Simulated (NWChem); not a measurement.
Species: InCl3; SMILES [Cl][In]([Cl])[Cl]

```xyz
4

In     0.0000     0.0000     0.0000
Cl    -1.7153    -1.5634     0.0000
Cl    -0.4963     2.2672     0.0000
Cl     2.2116    -0.7038     0.0000
```
Atoms are numbered in this order, from 1.

Results from NWChem. Geometry: optimised at PBE0/def2-SVP. def2 effective core potentials on In; no spin-orbit coupling.

For level TPSS/STO-3G (all-electron, non-relativistic):

```yaml
highest occupied level (eV): -5.36
orbital gap (eV): 5.16
```

**Question.** Estimate the same quantities for level TPSS/def2-SVP (core potentials).

**Answer.** 
- highest occupied level (eV): -7.97
- orbital gap (eV): 4.20
